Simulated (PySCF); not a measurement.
# How methods differ on the excitation energy of Os

Os [Xe] 4f14 5d6 6s2 (5D) → Os [Xe] 4f14 5d6 6s1 6p1 (high-spin determinant), as a difference of total energies. All numbers are calculated (PySCF 2.14, a scalar-relativistic core potential, in def2-QZVPPD with the def2 core potential (60 electrons) (7s5p4d4f2g, 88 functions)). Correlated levels: valence: 5s2 5p6 frozen. The calculations carry no spin-orbit coupling.

```csv
method,excitation energy (cm⁻¹)
UHF,12179
MP2 (valence),22567
SCS-MP2 (valence),25395
CCSD (valence),22061
CCSD(T) (valence),22856
```

The determinant of the upper state mixes LS terms, which raises its energy above the lowest term, most at the Hartree-Fock and MP2 levels.
